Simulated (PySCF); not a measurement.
ClH₂NSe, SMILES N[Se]Cl. Heavy atoms are numbered as in [Se:1]([Cl:2])[NH2:3]. Hydrogens are named by the atom that carries them.

Coordinates come from a B3LYP-D3(BJ)/def2-TZVP optimisation. Other conformers were not sampled.

Level of theory: PySCF with PBE0/def2-TZVPD.

Mulliken values depend strongly on the basis, most of all with diffuse functions as here. ESP charges are fitted to the potential on shells at 1.4 to 2.0 van der Waals radii. Atomic charges (e), one atom of each kind:

```json
[
 {"atom": "Se1", "IAO": "0.42", "ESP fit": "0.16", "Mulliken": "0.17"},
 {"atom": "Cl2", "IAO": "-0.30", "ESP fit": "-0.19", "Mulliken": "-0.27"},
 {"atom": "N3 (NH2)", "IAO": "-0.69", "ESP fit": "-0.65", "Mulliken": "-0.39"},
 {"atom": "H on N3", "IAO": "0.29", "ESP fit": "0.34", "Mulliken": "0.25"}
]
```
